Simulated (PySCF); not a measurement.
## Two-component Hartree-Fock for Tc²⁵⁺ (technetium, charge +25)

Start: [Ar]. Calculated with PySCF 2.14 in an even-tempered Gaussian basis (19 s from 1.2 bohr⁻², ratio 2.6; 14 p from 1.5 bohr⁻², ratio 2.6; 6 d from 1.5 bohr⁻², ratio 2.8; 3 f from 30 bohr⁻², ratio 2.8): generalised Hartree-Fock with the X2C-1e Hamiltonian and a Gaussian nucleus; spin-orbit coupling (SO) screened by Boettger's factors.

```json
{"spinor shell": "1s1/2", "electrons": "2", "ε, screened SO (eV)": "-22273.4", "weight of nominal j (screened SO)": "1.000", "rms radius, screened SO (bohr)": "0.0394"}
{"spinor shell": "2s1/2", "electrons": "2", "ε, screened SO (eV)": "-4189.9", "weight of nominal j (screened SO)": "1.000", "rms radius, screened SO (bohr)": "0.160"}
{"spinor shell": "2p1/2", "electrons": "2", "ε, screened SO (eV)": "-3946.1", "weight of nominal j (screened SO)": "1.000", "rms radius, screened SO (bohr)": "0.139"}
{"spinor shell": "2p3/2", "electrons": "4", "ε, screened SO (eV)": "-3824.6", "weight of nominal j (screened SO)": "1.000", "rms radius, screened SO (bohr)": "0.143"}
{"spinor shell": "3s1/2", "electrons": "2", "ε, screened SO (eV)": "-1478.2", "weight of nominal j (screened SO)": "1.000", "rms radius, screened SO (bohr)": "0.399"}
{"spinor shell": "3p1/2", "electrons": "2", "ε, screened SO (eV)": "-1382.0", "weight of nominal j (screened SO)": "1.000", "rms radius, screened SO (bohr)": "0.389"}
{"spinor shell": "3p3/2", "electrons": "4", "ε, screened SO (eV)": "-1355.1", "weight of nominal j (screened SO)": "1.000", "rms radius, screened SO (bohr)": "0.396"}
```

```csv
quantity,screened SO
E (hartree),-3881.65118
M_J,0
⟨J²⟩,0.000
⟨L²⟩,0.005
⟨S²⟩,0.005
```

Breit and QED terms are absent; they matter most for the inner s and p1/2 levels.

Densities and radii are taken from the X2C orbitals without a picture-change correction, which distorts them close to the nucleus.
